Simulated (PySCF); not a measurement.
Start geometry of `CCCC(=O)I` from a GFN2-xTB structure with every atom displaced at random (by about 0.01 Å) (Å):
```
atom  x, y, z in Å
C1    -1.3580   -0.5068    0.7004
C2    -0.7230    0.6567   -0.0673
C3     0.7888    0.5586   -0.0461
C4     1.3519   -0.5573   -0.8718
O5     0.7438   -1.2945   -1.6057
I6     3.4887   -0.7736   -0.6548
H7    -1.0392   -0.4962    1.7336
H8    -2.4435   -0.3605    0.6774
H9    -1.1354   -1.4323    0.2607
H10   -1.0089    1.6119    0.3920
H11   -1.0690    0.6537   -1.0926
H12    1.2704    1.4806   -0.4138
H13    1.1394    0.4428    0.9776
```

Q: What comes out of this run: PBE0-D3(BJ)/def2-SVP geometry optimisation, gas phase, def2 core potentials past Kr (PySCF 2.14.0)?

A: 
```
atom  x, y, z in Å
C1    -1.4052   -0.4667    0.7124
C2    -0.7266    0.6293   -0.0944
C3     0.7951    0.5686   -0.0696
C4     1.3646   -0.6094   -0.8067
O5     0.7921   -1.4517   -1.3974
I6     3.5843   -0.6414   -0.7153
H7    -1.0879   -0.4406    1.7673
H8    -2.4987   -0.3498    0.6924
H9    -1.1695   -1.4631    0.3109
H10   -1.0219    1.6175    0.2947
H11   -1.0695    0.5967   -1.1413
H12    1.2555    1.4628   -0.5221
H13    1.1950    0.5288    0.9581
```

The energy falls by 3.1 kcal/mol over 7 energy and gradient evaluations, the largest force component goes from 0.0445 to 1.7e-04 Eh/bohr, and the atoms move by 0.077 Å rms after alignment. The bond that changes most is C4–I6 (ends: carbonyl carbon; iodine bonded to C), which lengthens by 0.063 Å. Bonds longer at the end by more than 0.005 Å: 6 of 12; shorter: 2. Among the angles that change most is C2–C1–H8, from 107.4° to 110.9°. Rotational constants go from 5943, 774.6, 735.0 to 6245, 745.2, 704.2 MHz. The orientation of the end geometry is arbitrary; only internal coordinates are fixed.

The run used 131 basis functions and 54 SCF cycles in all. On one thread of an Intel Xeon 6975P-C, shared host with 64 logical CPUs at a one-minute load of 27, this took 44 s of wall time and 0.52 GiB of memory at its peak.

No PBE0-D3(BJ)/def2-SVP frequencies stand behind this structure, so it isn't proved a minimum. The numbers are those of one conformer.
